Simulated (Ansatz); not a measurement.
Geometry optimisation, RKS B3LYP-D4/STO-3G (Ansatz 0.2.0).

The input (input.yaml):

```yaml
crystal:
  periodic: [false, false, false]
  atoms:
    - { symbol: C, position_ang: [-1.3384, 0.0176, 1.1914] }
    - { symbol: Si, position_ang: [0.1061, 0.3173, 0.0938] }
    - { symbol: "N", position_ang: [-0.0399, 1.6518, -1.1092] }
    - { symbol: C, position_ang: [0.6748, -1.2523, -0.7613] }
    - { symbol: Al, position_ang: [2.1779, -0.8636, 0.3331] }
    - { symbol: H, position_ang: [-2.2613, -0.1776, 0.5454] }
    - { symbol: H, position_ang: [-1.1626, -0.763, 1.8952] }
    - { symbol: H, position_ang: [-1.5592, 1.011, 1.7372] }
    - { symbol: H, position_ang: [-0.2169, 2.5348, -0.5125] }
    - { symbol: H, position_ang: [-0.8421, 1.452, -1.6634] }
    - { symbol: H, position_ang: [0.7442, -1.1559, -1.83] }
    - { symbol: H, position_ang: [0.0311, -2.1357, -0.4116] }
    - { symbol: H, position_ang: [3.7066, -0.6711, 0.5068] }
basis:
  gaussian: { orbitals: STO-3G }
hamiltonian:
  xc: b3lyp
  dispersion: d4
relax:
  f_tol: 0.02
  max_steps: 40
```

Command:

```bash
$ ansatz run input.yaml --threads 1 --pin off --max-ram 2048MiB --backend cpu --events-out ev --progress --plain --runs-dir out
```

Problem. Where does it end, and by what steps?

Solution. The run converged. Limits of this set-up: minimal basis. After 8 steps the energy has fallen by 1.100 eV; H13 moved furthest, 0.27 Å.

```tsv
step	energy less start (eV)	largest force component (eV/Å)	accepted
0	0.0000	4.327	yes
1	-0.9534	1.666	yes
2	-1.0767	0.193	yes
3	-1.0899	0.104	yes
4	-1.0968	0.114	yes
5	-1.0935	0.146	no
6	-1.0990	0.069	yes
7	-1.0998	0.029	yes
8	-1.1000	0.013	yes
```

```xyz
13
Properties=species:S:1:pos:R:3
C -1.342 0.088 1.203
Si 0.181 0.332 0.096
N -0.059 1.637 -1.125
C 0.720 -1.286 -0.798
Al 2.164 -0.625 0.249
H -2.252 -0.070 0.606
H -1.221 -0.791 1.850
H -1.523 0.953 1.855
H -0.207 2.551 -0.616
H -0.994 1.491 -1.596
H 0.760 -1.259 -1.893
H 0.206 -2.204 -0.487
H 3.588 -0.851 0.672
```

Whether the end is a true minimum wasn't checked by a vibrational analysis.

Run time: 32 s on 1 thread of Arm Neoverse V1 (shared host), peak memory 0.15 GiB.
